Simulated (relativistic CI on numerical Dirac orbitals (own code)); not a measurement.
**Cu4+ in a cubic cluster: L2,3 absorption with charge transfer**

Computed with a charge-transfer multiplet model of a cubic metal-ligand cluster with up to 3 ligand holes, Slater and spin-orbit integrals from Dirac-Coulomb-Breit ions, Slater integrals scaled by 0.7. The parameters are those of a tetrahedral site (10Dq negative, t2 hopping the larger). The ground state mixes d7 with configurations of k ligand holes L, whose averages lie at kΔ + k(k − 1)U_dd/2; a core hole lowers each added d electron by U_cd. 300 K, Lorentzian 0.4 eV and Gaussian 0.3 eV FWHM.

Atomic integrals in eV (Slater integrals scaled, ζ unscaled), ground: F2dd 10.358, F4dd 6.495, zeta_d 0.120; with the core hole: F2dd 10.861, F4dd 6.812, zeta_d 0.150, zeta_core 13.370, F2cd 6.618, G1cd 5.133, G3cd 2.922.

Cluster parameters (eV): Δ = 1.7, U_dd = 8.3, 10Dq = -0.3, 10Dq(ligand) = 0, V(eg) = 1.68, V(t2g) = -2.85, final-state hopping factor = 1.

| Case | n_d | d7 | d8L | d9L2 | d10L3 | S |
| --- | --- | --- | --- | --- | --- | --- |
| U_cd = 9 eV | 7.48 | 0.56 | 0.40 | 0.04 | 0.00 | 1.50 |
| U_cd = 9.6 eV | 7.48 | 0.56 | 0.40 | 0.04 | 0.00 | 1.50 |
| U_cd = 10.2 eV | 7.48 | 0.56 | 0.40 | 0.04 | 0.00 | 1.50 |
| U_cd = 10.8 eV | 7.48 | 0.56 | 0.40 | 0.04 | 0.00 | 1.50 |
| U_cd = 11.4 eV | 7.48 | 0.56 | 0.40 | 0.04 | 0.00 | 1.50 |

Weights, n_d and S are thermal averages at 300 K. Photon energies count from the first peak over 30 % of the highest in each spectrum, which can be another peak from case to case. The parameters are a model scan and need not match a compound or its usual spin state. Peaks in eV (height, largest 100):
- U_cd = 9 eV: 0.0 (100), 1.2 (47), 20.9 (34), 22.7 (7)
- U_cd = 9.6 eV: 0.0 (100), 1.2 (43), 20.8 (32), 22.6 (7)
- U_cd = 10.2 eV: 0.0 (100), 1.2 (40), 20.8 (30)
- U_cd = 10.8 eV: 0.0 (100), 1.1 (37), 20.7 (29), 21.3 (19)
- U_cd = 11.4 eV: 0.0 (100), 1.1 (34), 7.2 (5), 7.8 (6), 8.3 (6), 20.6 (27), 21.3 (19)

Curve for U_cd = 10.2 eV (points under 2 left out, the grid thinned):

| E (eV) | Intensity |
| --- | --- |
| -2.2 | 2.0 |
| -1.9 | 2.7 |
| -1.6 | 3.9 |
| -1.2 | 8.0 |
| -0.9 | 17.8 |
| -0.6 | 39.2 |
| -0.3 | 68.8 |
| 0.0 | 100.0 |
| 0.4 | 72.9 |
| 0.7 | 41.9 |
| 1.0 | 37.5 |
| 1.3 | 38.7 |
| 1.6 | 25.4 |
| 2.0 | 15.6 |
| 2.3 | 13.8 |
| 2.6 | 10.7 |
| 2.9 | 7.8 |
| 3.2 | 6.0 |
| 3.6 | 4.2 |
| 3.9 | 2.4 |
| 5.3 | 2.2 |
| 5.6 | 2.4 |
| 5.9 | 2.6 |
| 6.3 | 2.6 |
| 6.6 | 2.4 |
| 6.9 | 2.4 |
| 7.2 | 3.1 |
| 7.6 | 2.9 |
| 7.9 | 3.3 |
| 8.2 | 3.2 |
| 8.5 | 2.8 |
| 9.6 | 2.3 |
| 19.4 | 2.9 |
| 19.7 | 6.8 |
| 20.0 | 14.8 |
| 20.3 | 23.7 |
| 20.6 | 28.9 |
| 21.0 | 25.9 |
| 21.3 | 19.7 |
| 21.6 | 16.4 |
| 21.9 | 10.3 |
| 22.2 | 7.0 |
| 22.6 | 5.6 |
| 22.9 | 3.2 |
| 23.2 | 2.2 |

For the case U_cd = 10.2 eV, Δ = 1.7 eV is smaller than U_dd = 8.3 eV, the charge-transfer side of the Zaanen-Sawatzky-Allen scheme. With the core hole the configuration with one ligand hole lies at Δ + U_dd − U_cd = 1.0, 0.4, -0.2, -0.8, -1.4 eV from the one without, in the order of the table; where this is negative the screened configuration lies lower, though the effective hopping of about 4.5 eV (from the holes of the mixed ground state) mixes the two strongly wherever it is as large as the gap.
